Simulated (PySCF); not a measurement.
C2H8N2, triplet, at the geometry of the source list (a higher spin typed on purpose: for a closed-shell molecule this is an excited state); CASSCF(4,5)/STO-3G (PySCF).

Input for PySCF:
```python
from pyscf import gto, scf, mcscf
import numpy

mol = gto.M(
    atom='''
N     1.819200    0.328800   -0.246800
C     0.596400    0.055500    0.489700
C    -0.533000   -0.291600   -0.478900
N    -1.747100   -0.590200    0.263200
H     2.575100    0.541500    0.396400
H     1.693000    1.137700   -0.850200
H     0.269300    0.896700    1.126200
H     0.778400   -0.802500    1.140400
H    -0.252500   -1.183300   -1.044400
H    -0.650500    0.538600   -1.199000
H    -2.490400   -0.861700   -0.370300
H    -2.058000    0.230600    0.773800
''',
    basis='sto-3g',
    charge=0,
    spin=2,
    verbose=4,
)

mf = scf.ROHF(mol)
mf.kernel()
mc = mcscf.CASSCF(mf, 5, 4)
mc.fix_spin_(ss=2.0)
mc.kernel()
occ = numpy.linalg.eigvalsh(mc.fcisolver.make_rdm1(mc.ci, mc.ncas, mc.nelecas))[::-1]
ss = mc.fcisolver.spin_square(mc.ci, mc.ncas, mc.nelecas)[0]
print('natural occupations', occ.round(4), ' <S^2>', round(ss, 4))
```

Q: What does PySCF print? Leave out banner, timings and long lists.

A: 
```
PySCF version 2.14.0

[INPUT] verbose = 4
[INPUT] num. atoms = 12
[INPUT] num. electrons = 34
[INPUT] charge = 0
[INPUT] spin (= nelec alpha-beta = 2S) = 2
[INPUT] symmetry False subgroup None
[INPUT] Mole.unit = angstrom
[INPUT] Symbol           X                Y                Z      unit          X                Y                Z       unit  Magmom
[...]
nuclear repulsion = 132.381084536985
number of shells = 20
number of NR pGTOs = 84
number of NR cGTOs = 28
basis = sto-3g
ecp = {}

******** <class 'pyscf.scf.rohf.ROHF'> ********
method = ROHF
initial guess = minao
damping factor = 0
level_shift factor = 0
DIIS = <class 'pyscf.scf.diis.CDIIS'>
diis_start_cycle = 1
diis_space = 8
diis_damp = 0
SCF conv_tol = 1e-09
SCF conv_tol_grad = None
SCF max_cycles = 50
direct_scf = True
direct_scf_tol = 1e-13
num. doubly occ = 16  num. singly occ = 2
Set gradient conv threshold to 3.16228e-05
init E= -187.498451459449
[...]
cycle= 1 E= -186.323528479578  delta_E= 1.17  |g|= 0.282  |ddm|=  3.7
[...]
cycle= 2 E= -186.359547343951  delta_E= -0.036  |g|= 0.094  |ddm|= 0.529
[...]
cycle= 3 E= -186.365157658641  delta_E= -0.00561  |g|= 0.0666  |ddm|= 0.246
[...]
cycle= 4 E= -186.373951589699  delta_E= -0.00879  |g|= 0.058  |ddm|= 0.366
[...]
cycle= 5 E= -186.391125528541  delta_E= -0.0172  |g|= 0.116  |ddm|= 0.324
[...]
cycle= 6 E= -186.361949105321  delta_E= 0.0292  |g|= 0.111  |ddm|=  0.8
[...]
cycle= 7 E= -186.359826877448  delta_E= 0.00212  |g|= 0.111  |ddm|= 0.149
[...]
cycle= 8 E= -186.360903701607  delta_E= -0.00108  |g|= 0.0845  |ddm|= 0.0672
[...]
cycle= 9 E= -186.363010790987  delta_E= -0.00211  |g|= 0.0426  |ddm|= 0.088
[...]
cycle= 10 E= -186.363864976604  delta_E= -0.000854  |g|= 0.00748  |ddm|= 0.104
[...]
cycle= 11 E= -186.364047748067  delta_E= -0.000183  |g|= 0.0112  |ddm|= 0.0921
[...]
cycle= 12 E= -186.364030763488  delta_E= 1.7e-05  |g|= 0.0162  |ddm|= 0.0646
[...]
cycle= 13 E= -186.364057059087  delta_E= -2.63e-05  |g|= 0.00675  |ddm|= 0.0205
[...]
cycle= 14 E= -186.36406377325  delta_E= -6.71e-06  |g|= 0.000472  |ddm|= 0.0195
[...]
cycle= 15 E= -186.364064217717  delta_E= -4.44e-07  |g|= 0.000293  |ddm|= 0.00434
[...]
cycle= 16 E= -186.364064653588  delta_E= -4.36e-07  |g|= 0.00016  |ddm|= 0.00579
[...]
cycle= 17 E= -186.364064772662  delta_E= -1.19e-07  |g|= 0.000122  |ddm|= 0.0031
[...]
cycle= 18 E= -186.364064785848  delta_E= -1.32e-08  |g|= 9.73e-05  |ddm|= 0.00122
[...]
[...]
converged SCF energy = -186.36406477825
CASCI E = -186.390629677257  S^2 = 2.0000000
[...]
macro iter  40 ( 21 JK    4 micro), CASSCF E = -186.480250194731  dE = -4.85908504e-06  S^2 = 2.0000000
               |grad[o]|=0.00789  |grad[c]|=0.0313  |ddm|=0.0133  |maxRot[o]|=0.00189
macro iter  41 ( 21 JK    4 micro), CASSCF E = -186.480254571599  dE = -4.37686754e-06  S^2 = 2.0000000
               |grad[o]|=0.00789  |grad[c]|=0.0313  |ddm|=0.0132  |maxRot[o]|=0.00181
macro iter  42 ( 21 JK    4 micro), CASSCF E = -186.480258496790  dE = -3.92519058e-06  S^2 = 2.0000000
               |grad[o]|=0.00788  |grad[c]|=0.0313  |ddm|=0.0132  |maxRot[o]|=0.0017
macro iter  43 ( 21 JK    4 micro), CASSCF E = -186.480262073621  dE = -3.57683192e-06  S^2 = 2.0000000
               |grad[o]|=0.00788  |grad[c]|=0.0312  |ddm|=0.0132  |maxRot[o]|=0.00165
macro iter  44 ( 21 JK    4 micro), CASSCF E = -186.480265316250  dE = -3.24262820e-06  S^2 = 2.0000000
               |grad[o]|=0.00788  |grad[c]|=0.0312  |ddm|=0.0132  |maxRot[o]|=0.0016
macro iter  45 ( 21 JK    4 micro), CASSCF E = -186.480268063727  dE = -2.74747742e-06  S^2 = 2.0000000
               |grad[o]|=0.00788  |grad[c]|=0.0312  |ddm|=0.0132  |maxRot[o]|=0.00152
macro iter  46 ( 21 JK    4 micro), CASSCF E = -186.480270643082  dE = -2.57935511e-06  S^2 = 2.0000000
               |grad[o]|=0.00787  |grad[c]|=0.0312  |ddm|=0.0132  |maxRot[o]|=0.00146
macro iter  47 ( 21 JK    4 micro), CASSCF E = -186.480272941739  dE = -2.29865685e-06  S^2 = 2.0000000
               |grad[o]|=0.00787  |grad[c]|=0.0312  |ddm|=0.0132  |maxRot[o]|=0.00139
macro iter  48 ( 21 JK    4 micro), CASSCF E = -186.480275035207  dE = -2.09346777e-06  S^2 = 2.0000000
               |grad[o]|=0.00787  |grad[c]|=0.0312  |ddm|=0.0132  |maxRot[o]|=0.00135
macro iter  49 ( 21 JK    4 micro), CASSCF E = -186.480277106387  dE = -2.07117972e-06  S^2 = 2.0000000
               |grad[o]|=0.00787  |grad[c]|=0.0312  |ddm|=0.0132  |maxRot[o]|=0.00131
macro iter  50 ( 21 JK    4 micro), CASSCF E = -186.480278770543  dE = -1.66415677e-06  S^2 = 2.0000000
               |grad[o]|=0.00787  |grad[c]|=0.0312  |ddm|=0.0132  |maxRot[o]|=0.00122
1-step CASSCF not converged,  50 macro (1032 JK 198 micro) steps
CASSCF canonicalization
Density matrix diagonal elements [1.51276299 1.47653182 0.71000838 0.28371306 0.01698375]
CASSCF energy = -186.480278770543
CASCI E = -186.480278770543  E(CI) = -3.79220259837084  S^2 = 2.0000000
natural occupations [1.9901e+00 1.0000e+00 9.9990e-01 9.6000e-03 4.0000e-04]  <S^2> 2.0
```

Convergence was not reached.
